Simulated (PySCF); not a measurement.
Vertical excitations of a molecule C4H4N, multiplicity 2 from TDA-CAM-B3LYP/def2-SVPD run with PySCF, as energy in eV (oscillator strength): 1.68 (0.001), 2.34 (0.000), 4.95 (0.006), 5.13 (0.001), 5.71 (0.000), 5.94 (0.001), 5.96 (0.004), 5.98 (0.003), 6.07 (0.000), 6.56 (0.049). Geometry: r2SCAN-D4/def2-SVP. The values are those of a single conformer.

Q: Identify the compound among the candidates.
A) [c]1cc[nH]c1
B) [c]1ccc[nH]1
C) C1=C[N]C=C1

A: C, C1=C[N]C=C1
